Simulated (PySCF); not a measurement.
IBr, PBE0: how much the basis matters

PySCF, UKS reference; singlet, unpaired electrons none; De to I + Br without counterpoise correction.

| basis | relativity | functions | Re (Å) | ωe (cm⁻¹) | De (eV) | μ (D) |
| --- | --- | --- | --- | --- | --- | --- |
| def2-SVP | scalar-relativistic core potentials | 58 | 2.491 | 273 | 2.05 | -0.85 |
| cc-pVTZ-PP | scalar-relativistic core potentials | 78 | 2.469 | 281 | 2.16 | -0.63 |
| x2c-TZVPPall | spin-free X2C | 108 | 2.464 | 280 | 2.17 | -0.63 |

(1) How does each smaller set differ from the one with most functions, x2c-TZVPPall?

A positive dipole means I(−)Br(+). Spin–orbit coupling is left out, which matters for elements this heavy, above all for dissociation energies.

## Answers

(1) def2-SVP: +2.7 pm, -2.5 % in ωe, -0.12 eV in De; cc-pVTZ-PP: +0.5 pm, +0.4 % in ωe, -0.01 eV in De. All at PBE0; the set with most functions is neither the basis-set limit nor always the best. The rows treat relativity differently, so the differences are not basis effects alone.
